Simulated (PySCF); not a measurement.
Removing an electron from `C=C1C(Cl)=C1Br`

Compound: C4H2BrCl.
SMILES with atom numbers: `[CH2:1]=[C:2]1[C:3]([Cl:4])=[C:5]1[Br:6]` (hydrogens: H7, H8 on C1)

Structure used (PBE0-D3(BJ)/def2-SVP), in Å, numbered top down from 1:
```
atom  x, y, z in Å
C1     1.5232    0.3333    0.0406
C2     0.2291    0.0355    0.0137
C3    -0.9079   -0.7966    0.3333
Cl4   -1.4904   -2.1808    1.0752
C5    -1.1435    0.2987   -0.3674
Br6   -2.3322    1.3920   -1.2234
H7     1.8936    1.2365   -0.4464
H8     2.2324   -0.3201    0.5504
```

Level: PBE0/def2-SVPD (PySCF). Frontier orbitals with their largest atomic shares (Löwdin; up to four atoms above 4 %):

```csv
orbital,ε (eV),main atoms
HOMO−3,-9.21,"Br6 53 %, C2 12 %, C5 11 %, Cl4 11 %"
HOMO−2,-9.13,"Cl4 40 %, C3 16 %, Br6 16 %, C2 11 %"
HOMO−1,-8.77,"Br6 59 %, C5 14 %, C2 11 %, C1 5 %"
HOMO,-6.38,?
LUMO,-0.99,"C5 34 %, C3 33 %, Br6 14 %, Cl4 14 %"
LUMO+1,-0.66,"Br6 57 %, C5 22 %, Cl4 8 %, C3 7 %"
LUMO+2,0.21,"Cl4 46 %, Br6 19 %, C3 16 %, C2 7 %"
```

Problem. What vertical ionisation energy does ΔSCF give, and how far is −ε(HOMO) from it?

Solution. ΔSCF: 8.22 eV (793 kJ/mol; threshold wavelength 151 nm); ⟨S²⟩ of the doublet left behind is 0.760, against 0.75 for a pure doublet. −ε(HOMO) is 6.38 eV, 1.84 eV below it. For the exact functional −ε(HOMO) would equal the first vertical ionisation energy; PBE0 (global hybrid, 25 % exact exchange) falls short of its own ΔSCF value by 22 %.

Problem. On which atoms does the HOMO lie?

Solution. C1 (terminal =CH2 carbon) 37 %, C2 (fully substituted alkene carbon) 22 %, C5 (fully substituted alkene carbon) 11 %, C3 (vinylic C–Cl carbon) 11 %, so no atom holds as much as 40 %. The HOMO−1 lies 2.39 eV lower.

Problem. What kinetic energy would electrons from this vertical process carry with Lyman-α light (10.199 eV)?

Solution. 10.20 − 8.22 = 1.98 eV.

Problem. Shift the occupied levels rigidly so that −ε(HOMO) equals the ΔSCF value. What binding energies result?

Solution. The shift is +1.84 eV: HOMO 8.22, HOMO−1 10.61, HOMO−2 10.97, HOMO−3 11.05 eV. A rigid shift is only a rough guide to the deeper ionisations.

Geometry: PBE0-D3(BJ)/def2-SVP; no solvent, vibrations or thermal averaging. The calculation is non-relativistic, for bromine too.
